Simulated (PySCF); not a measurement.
Radial density of Ba (barium, neutral)

UHF, [Xe] 5d1 6s1, high-spin 3D determinant (an excited configuration). Computed with PySCF 2.14 in aug-cc-pVDZ-X2C, with scalar relativity by spin-free X2C-1e.

```tsv
r (bohr)	4πr²ρ (e/bohr)	4πr²(ρα − ρβ)
0.0183	74.01	0.0006
0.0308	64.32	-0.0010
0.0518	77.29	0.0006
0.0871	94.29	0.0069
0.147	68.95	0.0138
0.246	79.98	0.0087
0.415	30.04	0.0160
0.697	31.79	0.0313
1.17	9.789	0.0358
1.97	5.082	0.1832
3.32	0.9444	0.4398
5.58	0.2986	0.2946
9.39	0.03386	0.0338
15.8	8.923e-05	0.0001
```

Densities and radii are taken from the X2C orbitals without a picture-change correction, which distorts them close to the nucleus.

Spin-orbit coupling, absent here, splits the open shell strongly.
